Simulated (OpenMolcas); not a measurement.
# W5+: moving the ligands

W5+ with 4 ligands (fluoride) in tetrahedral coordination (Td) at 1.8 Å. Ligand basis ANO-RCC-VDZP.

```
Program             : OpenMolcas
Method              : CASSCF
Basis               : ANO-RCC-VDZP [7s6p4d2f1g]
Scalar Hamiltonian  : DKH2, point nucleus
Active space        : 1 electron in 5 orbitals (5d)
State averaging     : 2S+1 = 2 even, 5 roots
Spin-orbit coupling : state interaction with AMFI integrals over the reference wave functions
```

Runs around this geometry, states (labels of Td). Energies in cm-1 above the lowest state or level, χT in cm3 K/mol; 10Dq is the gap between the two states; 10Dq is negative for this site.

```tsv
R (Å)	Ground state	First state of that spin	10Dq	First gap with spin-orbit (degeneracies)	χT at 300 K
1.76	2E	2T2 19681	-19681	20443 (4, 4)	0.255
1.8	2E	2T2 18496	-18496	19226 (4, 4)	0.244
1.85	2E	2T2 17135	-17135	17860 (4, 4)	0.229
```

Taking |10Dq| as R^-n, n = -ln(17135 / 19681) / ln(1.85 / 1.76) = 2.8 between the shortest and longest distance. The point-charge formula for a cubic d site gives n = 5.

An orbital doublet at a regular site is open to a Jahn-Teller distortion, which this geometry leaves out. With metal d orbitals alone the field can be off either way by tens of per cent. Ligand-to-metal charge-transfer states are missing. The least metal-like active orbital is 66 % on the metal (Löwdin) and no ligand orbital is active, so the numbers are rough (holds for R = 1.76). The least metal-like active orbital is 68 % on the metal (Löwdin) and no ligand orbital is active, so the numbers are rough (holds for R = 1.8). The least metal-like active orbital is 70 % on the metal (Löwdin) and no ligand orbital is active, so the numbers are rough (holds for R = 1.85). No measured value stands beside these numbers; the geometry was imposed, not optimised, and the real ion may take another.
